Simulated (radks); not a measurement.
The cerium ion Ce3+, configuration [Xe] 6s1 (not the ground configuration).

All-electron calculation, Dirac Kohn-Sham, PBE, spin-unpolarised, spherical densities, point nucleus. Program: a radial shooting solver on a logarithmic mesh with Libxc functionals.

Energy parts (hartree):
| part | energy |
|---|---|
| total | -8863.4270 |
| kinetic | 9510.5583 |
| electron-nucleus | -21520.8974 |
| Hartree | 3355.7491 |
| exchange-correlation | -208.8370 |

Orbitals (lengths in bohr, moments of r in powers of bohr; r(max) is where P^2 peaks):
orbital,occ.,eigenvalue (hartree),r(max)
1s1/2,2,-1479.918,0.01574
2s1/2,2,-237.9592,0.08921
2p1/2,2,-224.7211,0.06798
2p3/2,4,-208.3113,0.07324
3s1/2,2,-52.31064,0.2549
3p1/2,2,-46.70888,0.2416
3p3/2,4,-43.48463,0.2530
3d3/2,4,-33.69588,0.2034
3d5/2,6,-33.00390,0.2066
4s1/2,2,-11.62004,0.5926
4p1/2,2,-9.53490,0.6018
4p3/2,4,-8.83522,0.6258
4d3/2,4,-5.40751,0.6454
4d5/2,6,-5.28367,0.6532
5s1/2,2,-2.57709,1.347
5p1/2,2,-1.97393,1.456
5p3/2,4,-1.85708,1.515
6s1/2,1,-0.84349,3.053

The highest occupied level is 6s1/2 at -22.953 eV. The density falls to 0.001 e/bohr^3 at r = 4.23 bohr.
